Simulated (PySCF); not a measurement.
C4H9B, SMILES C=CBCC.

Geometry: PBE0-D3(BJ)/def2-SVP. The structure was generated by enumeration, and PubChem lists no compound with its InChIKey, so it may never have been made. One conformer was computed; it need not be the lowest.

These are PySCF with PBE/def2-TZVP values and carry that method's errors.

The molecule is in vacuum.

```
Item                                                                                                           Result
---------------------------------------------------------------------------------------------  ----------------------
total energy                                                                                       -182.44830 hartree
highest occupied level                                                                                       -6.84 eV
lowest empty level                                                                                           -2.59 eV
orbital gap                                                                                                   4.25 eV
dipole moment                                                                                                  0.81 D
quadrupole, principal values (traceless, Buckingham form, about the centre of nuclear charge)   -3.62, 0.24, 3.38 D·Å
mean static polarisability                                                                       65.8 bohr³ (9.76 Å³)
polarisability, principal values                                                               48.1, 69.5, 79.8 bohr³
```
